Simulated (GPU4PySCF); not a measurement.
Co(CO)3(MeCN)(SiMe3) (C₈H₁₂CoNO₃Si), SMILES CC#[N]->[Co](<-[C-]#[O+])(<-[C-]#[O+])(<-[C-]#[O+])[Si](C)(C)C, multiplicity 1. Geometry: ωB97X-D3(BJ)/def2-TZVP. The multiplicity is an assumed one; no other spin state was optimised. The isomer is the one that the SMILES or the coordinates give; other isomers of the formula were not compared. The values are those of a single conformer.

Computed equilibrium geometry at ωB97X-D3(BJ)/def2-TZVP (GPU4PySCF confirms it by a frequency run) as bond lengths and angles (one conformer of several):
Atoms: Co1 O2 C3 O4 C5 O6 C7 C8 C9 N10 H11 H12 H13 Si14 C15 C16 C17 H18 H19 H20 H21 H22 H23 H24 H25 H26. Bonds (Å): Co1–C3 1.752, Co1–C5 1.798, Co1–C7 1.752, Co1–N10 1.965, Co1–Si14 2.317, O2–C3 1.146, O4–C5 1.138, O6–C7 1.146, C8–C9 1.458, C8–H11 1.091, C8–H12 1.091, C8–H13 1.091, C9–N10 1.144, Si14–C15 1.886, Si14–C16 1.878, Si14–C17 1.886, C15–H18 1.095, C15–H19 1.092, C15–H20 1.093, C16–H21 1.093, C16–H22 1.093, C16–H23 1.095, C17–H24 1.092, C17–H25 1.093, C17–H26 1.095. Angles (°): C3–Co1–C5 97.2, C3–Co1–C7 124.7, C3–Co1–N10 115.0, C3–Co1–Si14 80.8, C5–Co1–C7 97.1, C5–Co1–N10 98.4, C5–Co1–Si14 175.4, C7–Co1–N10 115.1, C7–Co1–Si14 80.8, N10–Co1–Si14 86.2, Co1–C3–O2 176.1, Co1–C5–O4 178.2, Co1–C7–O6 176.0, C9–C8–H11 109.5, C9–C8–H12 109.7, C9–C8–H13 109.8, H11–C8–H12 109.3, H11–C8–H13 109.3, H12–C8–H13 109.3, C8–C9–N10 179.4, Co1–N10–C9 177.7, Co1–Si14–C15 110.3, Co1–Si14–C16 113.7, Co1–Si14–C17 110.4, C15–Si14–C16 107.9, C15–Si14–C17 106.3, C16–Si14–C17 107.9, Si14–C15–H18 109.8, Si14–C15–H19 111.6, Si14–C15–H20 111.5, H18–C15–H19 108.0, H18–C15–H20 107.9, H19–C15–H20 107.8, Si14–C16–H21 111.2, Si14–C16–H22 111.2, Si14–C16–H23 110.4, H21–C16–H22 107.9, H21–C16–H23 108.0, H22–C16–H23 108.0, Si14–C17–H24 111.6, Si14–C17–H25 111.6, Si14–C17–H26 109.8, H24–C17–H25 107.9, H24–C17–H26 108.0, H25–C17–H26 107.9.
Charge 0, spin multiplicity 1.
